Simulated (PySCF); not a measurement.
C₁₀H₈S₂, SMILES C(=C/c1sccc1)/c1sccc1, GFN2-xTB optimised geometry.

```
20

C      1.35    -1.68     0.28
C      1.49    -0.40    -0.09
C      0.55     0.68     0.00
C     -0.82     0.68     0.00
C     -1.38     1.98     0.02
C     -0.44     2.96     0.03
S      1.16     2.32     0.00
C      0.29    -2.30     1.03
C     -0.57    -1.78     1.96
C     -1.41    -2.75     2.54
C     -1.20    -3.99     2.04
S      0.05    -4.02     0.87
H      2.15    -2.36     0.00
H      2.44    -0.12    -0.55
H     -1.40    -0.22    -0.04
H     -2.44     2.17     0.02
H     -0.58     4.02     0.05
H     -0.56    -0.74     2.25
H     -2.15    -2.52     3.29
H     -1.71    -4.91     2.29
```

Density from PBE/def2-SVP (PySCF 2.14.0) at that geometry.

Minimum of the electron density along straight lines between bonded atoms, close to the bond critical point (lines longer than 1.1 times the sum of covalent radii, or with two minima, are not listed):

| bond | length / Å | ρ at the minimum / e bohr⁻³ | ∇²ρ there / e bohr⁻⁵ | position (fraction from the first atom) |
|---|---|---|---|---|
| C1–C2 | 1.346 | 0.326 | -0.81 | 0.50 |
| C2–C3 | 1.437 | 0.279 | -0.66 | 0.49 |
| C3–C4 | 1.371 | 0.313 | -0.76 | 0.51 |
| C4–C5 | 1.407 | 0.295 | -0.70 | 0.50 |
| C5–C6 | 1.359 | 0.319 | -0.78 | 0.49 |
| C3–S7 | 1.746 | 0.205 | -0.39 | 0.46 |
| C6–S7 | 1.716 | 0.215 | -0.45 | 0.47 |
| C1–C8 | 1.437 | 0.279 | -0.66 | 0.49 |
| C8–C9 | 1.371 | 0.313 | -0.76 | 0.51 |
| C9–C10 | 1.407 | 0.295 | -0.70 | 0.50 |
| C10–C11 | 1.359 | 0.319 | -0.78 | 0.49 |
| C8–S12 | 1.746 | 0.205 | -0.39 | 0.46 |
| C11–S12 | 1.716 | 0.215 | -0.45 | 0.47 |
| C1–H13 | 1.083 | 0.280 | -1.03 | 0.63 |
| C2–H14 | 1.083 | 0.280 | -1.03 | 0.63 |
| C4–H15 | 1.075 | 0.283 | -1.08 | 0.64 |
| C5–H16 | 1.076 | 0.281 | -1.06 | 0.63 |
| C6–H17 | 1.072 | 0.283 | -1.09 | 0.64 |
| C9–H18 | 1.075 | 0.283 | -1.08 | 0.64 |
| C10–H19 | 1.076 | 0.281 | -1.06 | 0.63 |
| C11–H20 | 1.072 | 0.283 | -1.09 | 0.64 |
